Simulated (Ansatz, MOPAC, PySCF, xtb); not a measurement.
Dimer: NH3 (SMILES N) (first 4 atoms) with C2H6O (SMILES CCO); geometry from B3LYP-D3(BJ)/def2-TZVP.
(charge 0, multiplicity 1):
```xyz
13

N      0.0276    -0.0664     0.4609
H     -0.9204    -0.3453     0.2349
H      0.2749     0.7025    -0.1520
H      0.6387    -0.8444     0.2399
C     -0.1183    -1.2510     4.2242
C     -0.5005     0.2131     4.0476
O      0.3836     0.9132     3.1942
H     -0.7905    -1.7491     4.9283
H      0.9026    -1.3335     4.6010
H     -0.1721    -1.7842     3.2717
H     -1.5361     0.2840     3.6845
H     -0.4669     0.7240     5.0128
H      0.2772     0.5632     2.2883
```

Interaction energies are E(AB) − E(A) − E(B) at the monomers' geometry in the complex; basis-set methods are counterpoise corrected. Rows marked so take none.

Correlated levels freeze the cores. Rows in 6-31G* carry no dispersion term and start afresh at each structure (6-31G* with six Cartesian d functions). The state reached by AM1 isn't checked.

Codes used: Ansatz (a program for electronic structure) with Gaussian orbitals; MOPAC for AM1 (differences of heats of formation); PySCF for 6-31G* rows, the dispersion terms; xtb for the GFN methods. 

```tsv
level	interaction energy (kcal/mol)
GFN-FF	-8.22
AM1	-0.39
PBE-D4/def2-TZVPPD	-7.66
revPBE-D3(BJ)/def2-TZVPPD	-6.64
B3LYP-D3(BJ)/def2-TZVPPD	[?]
M06-2X/6-31G* (no counterpoise)	[?]
wB97M-V/def2-TZVPPD	-6.77
B2PLYP-D3(BJ)/def2-TZVPPD	-6.76
B2PLYP-D4/def2-TZVPPD	-6.79
```

Q: What belongs in the gaps?

A: 
- B3LYP-D3(BJ)/def2-TZVPPD, interaction energy (kcal/mol): -7.09
- M06-2X/6-31G* (no counterpoise), interaction energy (kcal/mol): -9.78
